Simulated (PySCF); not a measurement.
C₇H₁₂N₂.
Structure used (PBE0-D3(BJ)/def2-SVP), in Å, numbered top down from 1:
```
atom  x, y, z in Å
C1     3.1203    0.4916    1.7933
C2     2.8268   -0.1563    0.8127
C3     2.4328   -0.8946   -0.3924
N4     1.1099   -0.5795   -0.8806
N5     0.1123   -1.1554   -0.1730
C6    -1.0694   -0.6634   -0.2079
C7    -2.1426   -1.3729    0.5555
C8    -1.4370    0.6006   -0.9455
C9    -1.1345    1.8642   -0.1377
H10    3.3839    1.0557    2.6687
H11    3.1630   -0.6962   -1.1947
H12    2.4585   -1.9765   -0.1918
H13    0.9964    0.4116   -1.0930
H14   -2.6250   -0.6973    1.2826
H15   -2.9379   -1.7350   -0.1185
H16   -1.7161   -2.2282    1.0950
H17   -2.5106    0.5724   -1.1898
H18   -0.9097    0.6303   -1.9156
H19   -1.6942    1.8672    0.8099
H20   -0.0669    1.9387    0.1232
H21   -1.4111    2.7719   -0.6952
```

All values: PBE0/pcSseg-1 (PySCF, non-relativistic), on one gas-phase PBE0-D3(BJ)/def2-SVP geometry that isn't relaxed in the solvent. The solvent is an IEF-PCM continuum (cavity from Bondi-type radii × 1.2). Only the electrostatic response of the medium enters.

Gas phase at PBE0/pcSseg-1: HOMO -6.18 eV, LUMO 0.31 eV, dipole 1.96 D.

**Question.** What does the continuum do to the energy, the frontier levels and the dipole at PBE0/pcSseg-1 in chloroform and water?

**Answer.** 
```
   solvent      ε  E(solvent) − E(gas) (kcal/mol)  polarisation term (kcal/mol)  distortion of the solute (kcal/mol)  HOMO (eV)  LUMO (eV)  dipole (D)
chloroform  4.711                           -5.35                         -5.91                                 0.56      -6.23       0.29        2.52
     water  78.36                           -7.90                         -9.22                                 1.32      -6.28       0.25        2.84
```

The first energy column is the sum of the next two and covers electrostatics alone. From chloroform to water the lowering changes by a factor 1.48, Onsager's factor (ε − 1)/(2ε + 1) by 1.38 and ε itself by 16.6.

**Question.** Which radius a makes the point-dipole formula ΔE = −[(ε − 1)/(2ε + 1)]·μ²/a³ give the value in water, with the gas-phase dipole?

**Answer.** μ = 0.773 au and |ΔE| = 0.01259 Eh give a = 1.51 Å; the farthest nucleus lies 4.44 Å from the centroid of the nuclei, so such a sphere wouldn't even hold the nuclei. The formula assumes a rigid point dipole at the centre of a sphere.

**Question.** Give the dipole vector in the frame of the coordinates (D, pointing from negative to positive charge), gas and water.

**Answer.** Gas (-0.62, 1.81, -0.46), solvent (-0.94, 2.57, -0.77). Its length changes by +45 % and its direction by 2°.

**Question.** Which Mulliken charges (PBE0/pcSseg-1) respond most in chloroform (means over atoms taken as equivalent)?

**Answer.** 
| atoms | environment | gas (e) | solvent (e) | change |
| --- | --- | --- | --- | --- |
| N5 | C=N nitrogen | -0.243 | -0.278 | -0.035 |
| H13 | N–H hydrogen | +0.185 | +0.206 | +0.021 |
| C2 | alkyne carbon | +0.099 | +0.080 | -0.019 |
| C1 | terminal alkyne carbon | -0.347 | -0.364 | -0.017 |
| H10 | alkyne hydrogen | +0.069 | +0.086 | +0.017 |
| N4 | nitrogen bonded to C, N and H | -0.323 | -0.334 | -0.011 |
| H11/H12 | methylene hydrogen | +0.154 | +0.162 | +0.008 |
| C6 | C=N carbon | -0.042 | -0.050 | -0.008 |
| H17/H18 | methylene hydrogen | +0.132 | +0.138 | +0.006 |
| C9 | methyl carbon | -0.282 | -0.289 | -0.007 |
| C8 | chain CH2 carbon | -0.276 | -0.270 | +0.006 |
| C7 | methyl carbon | -0.213 | -0.219 | -0.006 |
